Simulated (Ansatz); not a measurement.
Geometry optimisation of CH₈BNSSi.

```yaml
crystal:
  periodic: [false, false, false]
  atoms:
    - {symbol: B, position_ang: [-0.481037, 1.139470, 1.465359]}
    - {symbol: Si, position_ang: [-0.124697, -0.318423, 0.214773]}
    - {symbol: C, position_ang: [-0.571190, -0.427285, -1.612357]}
    - {symbol: N, position_ang: [0.737002, -1.743375, 0.646773]}
    - {symbol: S, position_ang: [1.163681, 1.734100, 0.408250]}
    - {symbol: H, position_ang: [-0.088448, 0.926975, 2.602383]}
    - {symbol: H, position_ang: [-1.426773, 1.887862, 1.302177]}
    - {symbol: H, position_ang: [-1.332064, -1.221336, -1.760539]}
    - {symbol: H, position_ang: [-1.000978, 0.528981, -1.969528]}
    - {symbol: H, position_ang: [0.307630, -0.674716, -2.242212]}
    - {symbol: H, position_ang: [1.008200, -1.913963, 1.616814]}
    - {symbol: H, position_ang: [1.296080, -2.286418, -0.014721]}
    - {symbol: H, position_ang: [0.532995, 2.333429, -0.642273]}
basis:
  gaussian: {orbitals: def2-TZVP}
hamiltonian: {xc: pbe0, dispersion: d4}
relax: {f_tol: 0.005, max_steps: 150}
```

```sh
$ ansatz run in.yaml --threads 4 --pin off --events-out ev --progress --plain --max-ram 10444MiB
```

It prints (some lines left out):

```
Functional definition: PBE0
  name "PBE0"
  cite "Adamo & Barone, J. Chem. Phys. 110, 6158 (1999) doi:10.1063/1.478522"
  cite "Perdew, Burke & Ernzerhof, Phys. Rev. Lett. 77, 3865 (1996) doi:10.1103/PhysRevLett.77.3865"
  parent pbe
  parameter a = 0.25
  parameter kappa = 0.804
  parameter beta = 0.06672455060314922
  exchange = (1 - a)*pbe_x(kappa = kappa, mu = beta*pi^2/3) + a*exact_x
  correlation = pbe_c(beta = beta)
mean field -22038.85542081 eV, -809.9129982420 hartree, gradient 2.5e-5 eV, S^2 0.000000; 0 other end points of the search recorded, 0 dependent functions left out
the calculation of the forces begins
relax step   1: F+E_penalty+E_count = -22039.13090488 eV  Δ(F+E_penalty+E_count) = +0.000e0 eV  max|allowed force component| = 6.290e-1 eV/Å  Δτ_max = 0.0000 Å  (28 SCF iters, accepted)
these checks for a lower state are left out or cut short: starts, cluster_reference, orbital_swaps, neighbouring_geometries, increment
mean field -22038.91383753 eV, -809.9151450169 hartree, gradient 1.5e-5 eV, S^2 0.000000; 0 other end points of the search recorded, 0 dependent functions left out
the calculation of the forces begins
relax step   2: F+E_penalty+E_count = -22039.19081844 eV  Δ(F+E_penalty+E_count) = -5.991e-2 eV  max|allowed force component| = 2.485e-1 eV/Å  Δτ_max = 0.0421 Å  (31 SCF iters, accepted)
these checks for a lower state are left out or cut short: starts, cluster_reference, orbital_swaps, neighbouring_geometries, increment
mean field -22038.92432265 eV, -809.9155303380 hartree, gradient 1.5e-5 eV, S^2 0.000000; 0 other end points of the search recorded, 0 dependent functions left out
the calculation of the forces begins
relax step   3: F+E_penalty+E_count = -22039.20262718 eV  Δ(F+E_penalty+E_count) = -1.181e-2 eV  max|allowed force component| = 1.026e-1 eV/Å  Δτ_max = 0.0364 Å  (31 SCF iters, accepted)
these checks for a lower state are left out or cut short: starts, cluster_reference, orbital_swaps, neighbouring_geometries, increment
mean field -22038.92488594 eV, -809.9155510384 hartree, gradient 1.4e-5 eV, S^2 0.000000; 0 other end points of the search recorded, 0 dependent functions left out
the calculation of the forces begins
relax step   4: F+E_penalty+E_count = -22039.20350773 eV  Δ(F+E_penalty+E_count) = -8.806e-4 eV  max|allowed force component| = 5.811e-2 eV/Å  Δτ_max = 0.0410 Å  (31 SCF iters, accepted)
these checks for a lower state are left out or cut short: starts, cluster_reference, orbital_swaps, neighbouring_geometries, increment
mean field -22038.92593353 eV, -809.9155895368 hartree, gradient 1.4e-5 eV, S^2 0.000000; 0 other end points of the search recorded, 0 dependent functions left out
the calculation of the forces begins
relax step   5: F+E_penalty+E_count = -22039.20434581 eV  Δ(F+E_penalty+E_count) = -8.381e-4 eV  max|allowed force component| = 2.727e-2 eV/Å  Δτ_max = 0.0219 Å  (32 SCF iters, accepted)
these checks for a lower state are left out or cut short: starts, cluster_reference, orbital_swaps, neighbouring_geometries, increment
mean field -22038.92618008 eV, -809.9155985971 hartree, gradient 1.4e-5 eV, S^2 0.000000; 0 other end points of the search recorded, 0 dependent functions left out
the calculation of the forces begins
relax step   6: F+E_penalty+E_count = -22039.20460294 eV  Δ(F+E_penalty+E_count) = -2.571e-4 eV  max|allowed force component| = 1.364e-2 eV/Å  Δτ_max = 0.0061 Å  (32 SCF iters, accepted)
these checks for a lower state are left out or cut short: starts, cluster_reference, orbital_swaps, neighbouring_geometries, increment
mean field -22038.92610059 eV, -809.9155956761 hartree, gradient 1.4e-5 eV, S^2 0.000000; 0 other end points of the search recorded, 0 dependent functions left out
the calculation of the forces begins
relax step   7: F+E_penalty+E_count = -22039.20458736 eV  Δ(F+E_penalty+E_count) = +1.558e-5 eV  max|allowed force component| = 1.968e-2 eV/Å  Δτ_max = 0.0130 Å  (32 SCF iters, rejected (line search))
these checks for a lower state are left out or cut short: starts, cluster_reference, orbital_swaps, neighbouring_geometries, increment
mean field -22038.92622608 eV, -809.9156002876 hartree, gradient 1.4e-5 eV, S^2 0.000000; 0 other end points of the search recorded, 0 dependent functions left out
the calculation of the forces begins
relax step   8: F+E_penalty+E_count = -22039.20467667 eV  Δ(F+E_penalty+E_count) = -7.373e-5 eV  max|allowed force component| = 7.616e-3 eV/Å  Δτ_max = 0.0065 Å  (32 SCF iters, accepted)
these checks for a lower state are left out or cut short: starts, cluster_reference, orbital_swaps, neighbouring_geometries, increment
mean field -22038.92624459 eV, -809.9156009678 hartree, gradient 1.4e-5 eV, S^2 0.000000; 0 other end points of the search recorded, 0 dependent functions left out
the calculation of the forces begins
relax step   9: F+E_penalty+E_count = -22039.20469329 eV  Δ(F+E_penalty+E_count) = -1.662e-5 eV  max|allowed force component| = 5.527e-3 eV/Å  Δτ_max = 0.0077 Å  (32 SCF iters, accepted)
these checks for a lower state are left out or cut short: starts, cluster_reference, orbital_swaps, neighbouring_geometries, increment
mean field -22038.92623546 eV, -809.9156006326 hartree, gradient 1.4e-5 eV, S^2 0.000000; 0 other end points of the search recorded, 0 dependent functions left out
the calculation of the forces begins
relax step  10: F+E_penalty+E_count = -22039.20470313 eV  Δ(F+E_penalty+E_count) = -9.837e-6 eV  max|allowed force component| = 1.825e-3 eV/Å  Δτ_max = 0.0027 Å  (23 SCF iters, accepted)
mean field -22038.92623546 eV, -809.9156006326 hartree, gradient 1.7e-5 eV, S^2 0.000000; 1 other end points of the search recorded, 0 dependent functions left out
the calculation of the forces begins
Total energy: -22039.20473806 eV, -809.9258354141 hartree
Atom 0 at    -0.506912     1.107729     1.460071 Å, force    -0.000917    -0.001128    -0.001212 eV/Å
Atom 1 at    -0.091749    -0.298596     0.196132 Å, force    -0.001351    -0.001157     0.000133 eV/Å
Atom 2 at    -0.575063    -0.417083    -1.597921 Å, force    -0.000164     0.001081    -0.000456 eV/Å
Atom 3 at     0.752694    -1.702578     0.637446 Å, force     0.001638    -0.000891     0.001698 eV/Å
Atom 4 at     1.163155     1.664090     0.401041 Å, force     0.000201     0.001825    -0.000646 eV/Å
Atom 5 at    -0.119568     0.920322     2.580728 Å, force     0.000392     0.001508     0.000215 eV/Å
Atom 6 at    -1.403065     1.876839     1.272070 Å, force     0.000857    -0.000141     0.000320 eV/Å
Atom 7 at    -1.320383    -1.206981    -1.723889 Å, force     0.000111    -0.000529     0.000021 eV/Å
Atom 8 at    -1.015401     0.520809    -1.940670 Å, force    -0.000123    -0.000156    -0.000249 eV/Å
Atom 9 at     0.280580    -0.651691    -2.235422 Å, force     0.000010    -0.000240     0.000202 eV/Å
Atom 10 at     0.988404    -1.883692     1.598768 Å, force    -0.000881     0.000094    -0.000603 eV/Å
Atom 11 at     1.306738    -2.244638    -0.004552 Å, force    -0.000282    -0.000062    -0.000994 eV/Å
Atom 12 at     0.560970     2.280771    -0.628903 Å, force     0.000507    -0.000202     0.001573 eV/Å
Dipole moment:     0.177565    -0.462162    -0.486869 e Å
```

It took 44 s on 4 threads of an Arm Neoverse V2 on a shared host, with 0.62 GiB of host memory at the peak.
